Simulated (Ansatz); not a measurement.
Ansatz results at the PBE0-D4/def2-TZVP geometry: HOMO energy (B3LYP/def2-TZVPP) -6.87 eV; LUMO energy (PBE0/def2-TZVPP) -1.74 eV; size of the dipole moment (PBE/def2-TZVPP) 2.09 D.

Each molecule was computed in one conformer, which needn't be the lowest.

(1) Which molecule gave them?
A. `N/C=C/C=O`
B. `[CH3][AlH][SiH](C)S`
C. `F[Si@H]1C[C@@H]1Cl`
D. `B[SiH2]C(F)Cl`

Answers

(1) B. The others give `N/C=C/C=O`: -6.46, -0.70, 6.47; `F[Si@H]1C[C@@H]1Cl`: -7.02, -0.16, 1.16; `B[SiH2]C(F)Cl`: -7.86, -2.76, 1.89.

B3LYP here is the variant with VWN-RPA as its local correlation; programs differ in this.
